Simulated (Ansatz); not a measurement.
Mg, singlet; B3LYP/def2-SV(P) (Ansatz, a quantum-chemistry and plane-wave program).

Input for Ansatz:
Ansatz 0.2 input:
```yaml
crystal:
  periodic: [false, false, false]
  atoms:
    - {symbol: Mg, position_ang: [0.00000000, 0.00000000, 0.00000000]}
basis:
  gaussian:
    orbitals: def2-SV_P_.json
hamiltonian:
  xc: b3lyp
```
The basis file holds def2-SV(P) in the JSON format of the Basis Set Exchange.

Question: Predict the main parts of the log of this Ansatz run.

Answer: 
```
Functional definition: B3LYP
160 factors; their error is unknown
mean field evaluation 1: about -5442.7502 eV, gradient 4.8e-1 eV
mean field evaluation 2: about -5442.7506 eV, gradient 9.9e-2 eV
mean field evaluation 4: about -5442.8274 eV, gradient 5.6e-3 eV
mean field evaluation 8: about -5442.8274 eV, gradient 3.0e-6 eV
mean field -5442.82738683 eV, -200.0202171853 hartree, gradient 3.0e-6 eV, S^2 0.000000; 0 other end points of the search recorded, 0 dependent functions left out
reference -5442.82753405 eV, -200.0202225955 hartree; 6, 6 occupied and 12, 12 virtual orbitals, 160 factors
Total energy: -5442.82753405 eV, -200.0202225955 hartree
```
